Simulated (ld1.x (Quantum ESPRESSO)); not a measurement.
## An all-electron radial function and its pseudo partner (molybdenum (Mo))

Columns: radius, all-electron u(r) and pseudo u(r) of the 4d shell (level -4.43 eV) of molybdenum in the configuration [Ar] 3d10 4s2 4p6 4d5 5s0.5 5p0.5; PBEsol, scalar-relativistic, TM scheme, ld1.x (Quantum ESPRESSO) 7.5.

| r (bohr) | all-electron | pseudo |
| --- | --- | --- |
| 0.093 | 0.1099 | -0.0015 |
| 0.185 | 0.2915 | -0.0118 |
| 0.278 | 0.3426 | -0.0381 |
| 0.370 | 0.2657 | -0.0841 |
| 0.463 | 0.1177 | -0.1512 |
| 0.555 | -0.0514 | -0.2344 |
| 0.648 | -0.2168 | -0.3291 |
| 0.740 | -0.3609 | -0.4250 |
| 0.833 | -0.4813 | -0.5160 |
| 0.925 | -0.5746 | -0.5939 |
| 1.018 | -0.6444 | -0.6562 |
| 1.110 | -0.6924 | -0.7005 |
| 1.203 | -0.7229 | -0.7287 |
| 1.295 | -0.7387 | -0.7427 |
| 1.388 | -0.7433 | -0.7456 |
| 1.480 | -0.7390 | -0.7401 |
| 1.573 | -0.7281 | -0.7284 |
| 1.665 | -0.7124 | -0.7124 |
| 1.758 | -0.6929 | -0.6929 |
| 1.850 | -0.6713 | -0.6713 |
| 1.943 | -0.6478 | -0.6478 |
| 2.035 | -0.6236 | -0.6236 |
| 2.128 | -0.5987 | -0.5987 |
| 2.220 | -0.5741 | -0.5741 |
| 2.313 | -0.5494 | -0.5494 |
| 2.405 | -0.5253 | -0.5253 |

Problem. How many radial nodes do the two functions have?

Solution. The all-electron 4d function has n − l − 1 = 1; the pseudo-wave has 0, since the states of the same l below it are removed with the core.

Problem. At about which radius was the pseudo-wave matched?

Solution. 1.85 bohr. The columns agree to 0.0005 from 1.57 bohr on; several derivatives are matched, so the curves merge somewhat inside the radius.

Problem. Is the pseudo-wave norm-conserving?

Solution. Yes: the TM scheme keeps the norm inside the radius equal to the all-electron one, which fixes the energy derivative of the logarithmic derivative at the level.
